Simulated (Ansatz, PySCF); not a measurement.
This PySCF input computes a CCSD(T)/cc-pVDZ energy:

```python
from pyscf import gto, scf, mp, cc as ccmod

mol = gto.M(
    atom='''
    N    -0.05786237   -0.03195295   -0.51104199
    N    -0.06063369   -0.00522076    0.65553282
    H     0.82947243    0.26021596   -1.01143575
    ''',
    basis='cc-pvdz',
    charge=0,
    spin=1,
    verbose=4,
)

mf = scf.UHF(mol)
mf.conv_tol = 1e-10
mf.max_cycle = 100
mf.kernel()
mo, _, stable, _ = mf.stability(return_status=True)
if not stable:
    mf.kernel(mf.make_rdm1(mo, mf.mo_occ))
mp2 = mp.MP2(mf, frozen=2).run()
cc = ccmod.CCSD(mf, frozen=2)
cc.max_cycle = 100
cc.kernel()
et = cc.ccsd_t()
print(f'E(CCSD(T)) = {cc.e_tot + et:.9f}')
```

Write an input for the same energy in Ansatz (a first-principles code) and say what it gives.


Ansatz 0.2 input:
```yaml
crystal:
  periodic: [false, false, false]
  atoms:
    - {symbol: N, position_ang: [-0.05786237, -0.03195295, -0.51104199]}
    - {symbol: N, position_ang: [-0.06063369, -0.00522076, 0.65553282]}
    - {symbol: H, position_ang: [0.82947243, 0.26021596, -1.01143575]}
basis:
  gaussian:
    orbitals: cc-pVDZ
magnetization: {spin_polarized: true, initial_magnetization: 1}
correlation: {method: ccsd_t, electrons: outside_noble_gas}
```
It gives -109.76165 Eh, and PySCF -109.76165 Eh, a difference of 0.00 mEh.

It need not be the lowest isomer of its formula.
